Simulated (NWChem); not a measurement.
TiN2H3Cl; SMILES [NH]=[Ti]([NH2])[Cl]

```xyz
7

Ti    -0.0741     0.3517     0.0059
N     -1.4993     1.1856    -0.0047
H     -2.4628     1.5194    -0.0137
Cl     0.0907    -1.9064    -0.0020
N      1.3469     1.5691    -0.0042
H      2.3272     1.2860    -0.0046
H      1.2918     2.5837    -0.0141
```
Atoms are numbered in this order, from 1.

All runs: NWChem. Pople sets run with spherical d functions. Geometry: optimised at PBE0/def2-SVP.

For level PBE/6-31G*:

| Quantity | Value |
|---|---|
| highest occupied level (eV) | -6.10 |
| dipole (D) | 3.29 |

Estimate the same quantities for level PBE/STO-3G.


- highest occupied level (eV) = -2.88
- dipole (D) = 2.87
